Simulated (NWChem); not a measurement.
Program: NWChem. System: C$_{3}$H$_{5}$O$_{2}$, charge 0, spin multiplicity 2, at a geometry optimised with UB3LYP/def2-SVP. The structure started from a generated list of species. Its SCF solution wasn't tested for a lower state. Level: G0W0@UPBE0/def2-TZVP, RI basis def2-tzvp-rifit.

Job file:

```
start mol
memory heap 200 mb stack 700 mb global 1700 mb
geometry units angstroms nocenter noautoz noautosym
  C     -1.806946    -0.142471     0.110911
  C     -0.513347    -0.752976     0.610789
  O      0.516790     0.273129     0.810032
  C      1.227504     0.634479    -0.230625
  O      1.198940     0.259989    -1.360721
  H     -1.673460     0.305729    -0.885058
  H     -2.171620     0.631670     0.803093
  H     -2.578883    -0.924916     0.030748
  H     -0.630102    -1.211194     1.602161
  H     -0.115041    -1.500427    -0.091882
end
basis spherical
  * library def2-tzvp
end
basis "ri basis" bse spherical
  * library def2-tzvp-rifit
end
dft
  xc pbe0
  odft
  mult 2
  iterations 100
  direct
  tolerances tight
end
task dft energy
gw
  method cdgw
  states alpha occ 4 vir 2
  states beta occ 4 vir 2
end
task dft gw
```

NWChem printed:

```
             Northwest Computational Chemistry Package (NWChem) 7.3.0
             --------------------------------------------------------

                                NWChem Input Module
                                -------------------

 Scaling coordinates for geometry "geometry" by  1.889725989
 (inverse scale =  0.529177249)

                             Geometry "geometry" -> ""
                             -------------------------

 Output coordinates in angstroms (scale by  1.889725989 to convert to a.u.)

  No.       Tag          Charge          X              Y              Z
 ---- ---------------- ---------- -------------- -------------- --------------
    1 C                    6.0000    -1.80694600    -0.14247100     0.11091100
    2 C                    6.0000    -0.51334700    -0.75297600     0.61078900
    3 O                    8.0000     0.51679000     0.27312900     0.81003200
    4 C                    6.0000     1.22750400     0.63447900    -0.23062500
    5 O                    8.0000     1.19894000     0.25998900    -1.36072100
    6 H                    1.0000    -1.67346000     0.30572900    -0.88505800
    7 H                    1.0000    -2.17162000     0.63167000     0.80309300
    8 H                    1.0000    -2.57888300    -0.92491600     0.03074800
    9 H                    1.0000    -0.63010200    -1.21119400     1.60216100
   10 H                    1.0000    -0.11504100    -1.50042700    -0.09188200

 Effective nuclear repulsion energy (a.u.)     170.2666946438

            Nuclear Dipole moment (a.u.)
            ----------------------------
        X                 Y               Z
 ---------------- ---------------- ----------------
     0.0000000000    -0.0000037795     0.0000000000


 Summary of "ao basis" -> "" (spherical)
 ------------------------------------------------------------------------------
       Tag                 Description            Shells   Functions and Types
 ---------------- ------------------------------  ------  ---------------------
 *                         def2-tzvp                  on all atoms

 new library libraries.bse/

 Summary of "ri basis" -> "" (spherical)
 ------------------------------------------------------------------------------
       Tag                 Description            Shells   Functions and Types
 ---------------- ------------------------------  ------  ---------------------
 *                      def2-tzvp-rifit               on all atoms

                                 NWChem DFT Module
                                 -----------------

 Summary of "ao basis" -> "ao basis" (spherical)
 ------------------------------------------------------------------------------
       Tag                 Description            Shells   Functions and Types
 ---------------- ------------------------------  ------  ---------------------
 C                         def2-tzvp                11       31   5s3p2d1f
 O                         def2-tzvp                11       31   5s3p2d1f
 H                         def2-tzvp                 4        6   3s1p

 Summary of "ao basis" -> "ao basis" (spherical)
 ------------------------------------------------------------------------------
       Tag                 Description            Shells   Functions and Types
 ---------------- ------------------------------  ------  ---------------------
 C                         def2-tzvp                11       31   5s3p2d1f
 O                         def2-tzvp                11       31   5s3p2d1f
 H                         def2-tzvp                 4        6   3s1p

            General Information
            -------------------
          SCF calculation type: DFT
          Wavefunction type:  spin polarized.
          No. of atoms     :    10
          No. of electrons :    39
           Alpha electrons :    20
            Beta electrons :    19
          Charge           :     0
          Spin multiplicity:     2
          Use of symmetry is: off; symmetry adaption is: off
          Maximum number of iterations: 100
          This is a Direct SCF calculation.
          AO basis - number of functions:   185
                     number of shells:    75
          Convergence on energy requested:  1.00D-06
          Convergence on density requested:  1.00D-05
          Convergence on gradient requested:  5.00D-04

              XC Information
              --------------
                         PBE0 Method XC Functional
                     Hartree-Fock (Exact) Exchange  0.250
          PerdewBurkeErnzerhof Exchange Functional  0.750
            Perdew 1991 LDA Correlation Functional  1.000 local
           PerdewBurkeErnz. Correlation Functional  1.000 non-local

             Grid Information
             ----------------
          Grid used for XC integration:  medium
          Radial quadrature: Mura-Knowles
          Angular quadrature: Lebedev.
          Tag              B.-S. Rad. Rad. Pts. Rad. Cut. Ang. Pts.
          ---              ---------- --------- --------- ---------
          C                   0.70       49          11.0       434
          O                   0.60       49          11.0       434
          H                   0.35       45          11.0       434
          Grid pruning is: on
          Number of quadrature shells:   470
          Spatial weights used:  Erf1

          Convergence Information
          -----------------------
          Convergence aids based upon iterative change in
          total energy or number of iterations.
          Levelshifting, if invoked, occurs when the
[...]
 Vector   21  Occ=0.000000D+00  E= 3.053690D-02
              MO Center=  8.2D-01,  3.4D-01, -2.7D-01, r^2= 3.4D+00
   Bfn.  Coefficient  Atom+Function         Bfn.  Coefficient  Atom+Function
  ----- ------------  ---------------      ----- ------------  ---------------
     5      1.440954   1 C  s               170     -0.561395   8 H  s
   182     -0.477925  10 H  s               158     -0.473670   6 H  s
   164     -0.457285   7 H  s               106      0.389317   4 C  py
   176     -0.344544   9 H  s               105     -0.324906   4 C  px
    43      0.304308   2 C  px              103      0.295524   4 C  py

 Vector   22  Occ=0.000000D+00  E= 4.868843D-02
              MO Center= -1.3D+00, -5.2D-01,  4.1D-01, r^2= 6.7D+00
   Bfn.  Coefficient  Atom+Function         Bfn.  Coefficient  Atom+Function
  ----- ------------  ---------------      ----- ------------  ---------------
     5      3.032598   1 C  s                36      1.814385   2 C  s
   170     -1.470768   8 H  s               164     -1.399611   7 H  s
   176     -1.287780   9 H  s               158     -1.056302   6 H  s
   182     -1.029757  10 H  s                98     -0.566262   4 C  s
    12     -0.452222   1 C  px               43      0.379511   2 C  px

   alpha - beta orbital overlaps
   -----------------------------

   alpha      1      2      3      4      5      6      7      8      9     10
    beta      1      2      3      4      5      6      7      8      9     10
 overlap   1.000  1.000  1.000  1.000  1.000  0.999  0.999  0.998  0.995  0.992

   alpha     11     12     13     14     15     16     17     18     19     20
    beta     11     12     13     14     15     16     17     18     19     20
 overlap   0.846  0.846  0.994  0.892  0.913  0.969  0.815  0.837  0.991  0.974

   alpha     21     22     23     24     25     26     27     28     29     30
    beta     21     22     23     24     25     26     27     28     29     30
 overlap   0.979  0.980  0.995  0.994  0.802  0.797  0.992  0.977  0.938  0.946

   alpha     31     32     33     34     35     36     37     38     39     40
    beta     32     31     33     34     35     36     37     38     39     40
 overlap   0.730  0.916  0.768  0.933  0.991  0.995  0.992  0.989  0.988  0.990

   alpha     41     42     43     44     45     46     47     48     49     50
    beta     41     42     43     44     45     46     47     48     49     50
 overlap   0.990  0.999  0.997  0.999  0.999  0.998  0.982  0.978  0.963  0.974

   alpha     51     52     53     54     55     56     57     58     59     60
    beta     52     51     53     54     55     56     57     58     59     60
 overlap   0.743  0.785  0.994  0.990  0.996  0.987  0.961  0.971  0.997  0.987

   alpha     61     62     63     64     65     66     67     68     69     70
    beta     61     62     63     64     65     66     67     68     69     70
 overlap   0.902  0.902  0.989  0.997  0.991  0.995  0.962  0.942  0.976  0.984

   alpha     71     72     73     74     75     76     77     78     79     80
    beta     71     72     73     74     75     76     77     78     79     80
 overlap   0.924  0.759  0.705  0.988  0.988  0.976  0.975  0.971  0.991  0.994

   alpha     81     82     83     84     85     86     87     88     89     90
    beta     81     82     83     84     85     86     87     88     89     90
 overlap   0.995  0.998  0.997  0.998  0.999  0.999  0.997  0.993  0.995  0.996

   alpha     91     92     93     94     95     96     97     98     99    100
    beta     91     92     93     94     95     96     97     98     99    100
 overlap   0.992  0.990  0.995  0.999  0.997  0.997  0.990  0.991  1.000  0.999

   alpha    101    102    103    104    105    106    107    108    109    110
    beta    101    102    103    104    105    106    108    107    109    110
 overlap   0.994  0.993  0.999  1.000  0.999  0.991  0.837  0.848  0.998  0.999

   alpha    111    112    113    114    115    116    117    118    119    120
    beta    111    112    113    114    115    116    117    118    119    120
 overlap   0.999  0.948  0.954  0.989  0.992  0.996  0.990  0.946  0.979  0.976

   alpha    121    122    123    124    125    126    127    128    129    130
    beta    121    122    123    124    125    126    127    128    129    130
 overlap   0.925  0.955  0.865  0.849  0.978  0.946  0.947  0.983  0.951  0.959

   alpha    131    132    133    134    135    136    137    138    139    140
    beta    131    132    133    134    135    136    137    138    139    140
 overlap   0.991  0.879  0.876  0.998  0.998  0.989  0.987  0.933  0.932  0.998

   alpha    141    142    143    144    145    146    147    148    149    150
    beta    141    142    143    144    145    146    147    148    149    150
 overlap   0.998  0.999  0.957  0.954  0.985  0.996  0.994  0.999  0.999  0.992

   alpha    151    152    153    154    155    156    157    158    159    160
    beta    151    152    153    154    155    156    157    158    159    160
 overlap   0.991  0.996  0.997  0.999  0.999  0.999  1.000  1.000  0.999  1.000

   alpha    161    162    163    164    165    166    167    168    169    170
    beta    161    162    163    164    165    166    167    168    169    170
 overlap   1.000  1.000  1.000  1.000  0.999  1.000  1.000  0.999  0.999  0.998

   alpha    171    172    173    174    175    176    177    178    179    180
    beta    171    172    173    174    175    176    177    178    179    180
 overlap   0.999  0.998  0.999  0.999  1.000  0.997  0.998  1.000  1.000  1.000

   alpha    181    182    183    184    185
    beta    181    182    183    184    185
 overlap   1.000  1.000  1.000  1.000  1.000

     --------------------------
     Expectation value of S2:
     --------------------------
      <S2> =      0.7541 (Exact =     0.7500)

 center of mass
 --------------
 x =   0.18383303 y =   0.06922712 z =  -0.03738730

 moments of inertia (a.u.)
 ------------------
         244.763853356388         -91.082674514159         107.754804831162
         -91.082674514159         539.476460129732          39.775216690667
         107.754804831162          39.775216690667         431.557547859161

     Multipole analysis of the density
     ---------------------------------

     L   x y z        total         alpha         beta         nuclear
     -   - - -        -----         -----         ----         -------
     0   0 0 0      0.000000    -20.000000    -19.000000     39.000000

     1   1 0 0     -0.883381     -1.666612      0.783231      0.000000
     1   0 1 0     -0.512495     -0.919100      0.406609     -0.000004
     1   0 0 1      0.546124      0.510293      0.035831      0.000000

     2   2 0 0    -22.262076   -119.452809   -111.450860    208.641592
     2   1 1 0     -0.167297    -26.490982    -22.233368     48.557053
     2   1 0 1      0.847086     29.299181     28.063229    -56.515325
     2   0 2 0    -21.327711    -34.107477    -30.582866     43.362632
     2   0 1 1     -0.552044     11.283280     10.972578    -22.807901
     2   0 0 2    -24.333939    -60.957296    -58.715545     95.338902

 Task  times  cpu:       71.3s     wall:       71.3s

                                NWChem Input Module
                                -------------------

                                 NWChem GW Module
                                 ----------------

                             ***********************
                             ***        GW       ***
                             ***********************

 Summary of "ri basis" -> "ri basis" (spherical)
 ------------------------------------------------------------------------------
       Tag                 Description            Shells   Functions and Types
 ---------------- ------------------------------  ------  ---------------------
 C                      def2-tzvp-rifit             22       76   8s6p4d3f1g
 O                      def2-tzvp-rifit             22       76   8s6p4d3f1g
 H                      def2-tzvp-rifit              7       15   4s2p1d

                 Memory Information
                 ------------------
          Available GA per process is          1699.5 MBs
          Available stack per process is        700.0 MBs
          Available heap per process is           0.9 MBs

          Peak memory in Initialization
              Peak GA per process is                 29.7 MBs
              Peak stack per process is               0.4 MBs
              Peak heap per process is               29.9 MBs
              Memory not in MA per process            0.0 MBs

          Peak memory in CDGW Calculation
              Peak GA per process is                 32.7 MBs
              Peak stack per process is               3.2 MBs
              Peak heap per process is                5.3 MBs
              Memory not in MA per process            0.1 MBs

          Computing 2-center integrals
          Computing Inverse Cholesky factor
          Computing 3-center integrals
          Computing Vxc

          Computing Sigma_x
          Computing W(iw) on the imaginary grid
          Solving quasiparticle equations

                  Alpha Orbitals
          State     Energy (eV)     Error (eV)
          -----------------------------------
@GW        17        -13.124           0.005
@GW        18        -12.543           0.002
@GW        19        -11.612           0.002
@GW        20         -8.916           0.002
@GW        21          2.630           0.005
@GW        22          3.019           0.002

                   Beta Orbitals
          State     Energy (eV)     Error (eV)
          -----------------------------------
@GW        16        -13.854           0.002
@GW        17        -13.011           0.002
@GW        18        -12.033           0.001
@GW        19        -11.533           0.001
@GW        20         -0.029           0.002
@GW        21          3.113           0.002

     GW Timing Statistics
   ------------------------
   Init.   :          0.1s
     ERIs  :          2.5s
     Distr.:          0.1s
     Vxc   :          6.1s
   Vmo     :          0.0s
   iW      :          8.1s
   I_n     :          0.0s
   R_n     :          2.5s
   GW total:         19.2s

 Task  times  cpu:       19.2s     wall:       19.2s

 Total times  cpu:       90.6s     wall:       90.6s
```
